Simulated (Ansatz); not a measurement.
**Match the barriers**

Saddle point of HfH3Cl3O, singlet (HfHCl₃O ([OH][Hf]([Cl])([Cl])[Cl]) + H₂ → HfHCl₃ ([Cl][HfH]([Cl])[Cl]) + H₂O (still joined by a long Hf–O bond); bonds formed: Hf1–H7, O2–H6; bonds broken: H6–H7; bonds weakened to dative contacts: Hf1–O2), PBE0-D4/def2-TZVP structure:

```xyz
8
angstrom
Hf -0.3838 0.1732 -0.5263
O 0.4098 -0.8989 1.1384
Cl 0.7311 -1.2510 -2.0156
Cl -2.6542 -0.2784 -0.3553
Cl -0.2149 2.2032 -1.6802
H 0.5790 0.2742 1.3174
H 0.3569 1.2566 0.9936
H 1.1762 -1.4788 1.1281
```

Program: Ansatz 0.2.0. Basis: def2-TZVPP, with def2-QZVPP for the basis limit. Cores are frozen in the correlated methods. Core potentials replace the inner electrons of the atoms past krypton. Extrapolation: Hartree–Fock as exp(−7.88 √X), correlation as X^−2.97. Four methods, as single points on the PBE0-D4 structures, gave these electronic barriers from the start structure: 0.930, 1.397, 1.526, 1.975 eV.

Problem. The methods were, in alphabetical order, HF, MP2, r2SCAN-D4, SPW92. Which gave which? (A judgement: the text doesn't fix the answer.)

Solution. The calculation gives: SPW92 0.930; r2SCAN-D4 1.397; MP2 1.526; HF 1.975 eV. For comparison, CCSD(T) at an estimated basis limit (MP2 extrapolated from triple and quadruple zeta, plus CCSD(T) − MP2 in triple zeta) gives 1.544 eV.

No T1 diagnostic of these runs exceeds 0.015.

Labels in which every atom is bracketed show which atoms are joined, not bond orders.

For scale, one of the runs: CCSD(T)/def2-TZVPP, 255 basis functions, launched by `ansatz run in.yaml --threads 8 --pin off --events-out ev --progress --plain --max-ram 19148MiB`. Time: 2.4 min of wall clock on 8 CPU threads of an Arm Neoverse V2; the host was shared. Peak host memory: 6 GiB.
